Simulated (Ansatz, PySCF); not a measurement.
Breaking the Be1–Cl3 bond in BeClH (SMILES [BeH][Cl]) (multiplicity 1 held, fragments rigid). Energies count from the point at 1.806 Å.
Geometry at that point (charge 0, multiplicity 1):
```xyz
3

Be     0.00000     0.00000    -1.33527
H      0.00000     0.00000    -2.65794
Cl     0.00000     0.00000     0.47053
```

R- and RO- levels are restricted; in cc, def2 and unpolarised 6-31G sets they are followed outwards from rest. U- levels take the lowest unrestricted solution at each point, which mixes spins at long bonds. Active spaces are followed from a long bond inwards. Levels need not reach the same state.

Frozen-core correlation. Rows in 6-31G* carry no dispersion term and start afresh at each structure (6-31G* with six Cartesian d functions).

Run with Ansatz (Gaussian basis) for Hartree–Fock, density functionals and correlated methods; PySCF for 6-31G* rows. 

Energies in eV.

```tsv
R (Å)	R-HF/6-31G*	R-PBE/aug-cc-pV(T+d)Z	R-MP2/aug-cc-pV(T+d)Z	U-MP2/aug-cc-pV(T+d)Z	FIC-MRCISD on CASSCF(6,4)/aug-cc-pV(T+d)Z	FIC-MRCISD+Q on CASSCF(6,4)/aug-cc-pV(T+d)Z
1.445	2.44	2.19	2.31	2.31	2.29	2.30
1.625	0.46	0.39	0.43	0.43	0.42	0.43
1.806	0.00	0.00	0.00	0.00	0.00	0.00
1.986	0.25	0.25	0.24	0.24	0.25	0.24
2.167	0.80	0.76	0.77	0.77	0.78	0.77
2.438	1.80	1.67	1.73	1.73	1.73	1.71
2.709	2.76	2.54	2.66	2.66	2.64	2.64
3.160	4.11	3.72	3.97	4.46	3.92	3.92
3.612	5.16	4.55	4.97	5.48	4.85	4.87
4.153	6.10	5.19	5.83	5.83	5.44	5.49
4.876	6.97	5.64	6.55	5.93	5.65	5.72
5.779	7.62	5.89	6.94	5.95	5.69	5.76
```

Doubts at one or more of the structures used: a restricted determinant that unrestricted orbitals would lower (R-HF/6-31G*, R-PBE/aug-cc-pV(T+d)Z, R-MP2/aug-cc-pV(T+d)Z); a spin-contaminated determinant (U-MP2/aug-cc-pV(T+d)Z); active orbitals that take no part (FIC-MRCISD on CASSCF(6,4)/aug-cc-pV(T+d)Z, FIC-MRCISD+Q on CASSCF(6,4)/aug-cc-pV(T+d)Z).

Ansatz is a program for electronic structure.
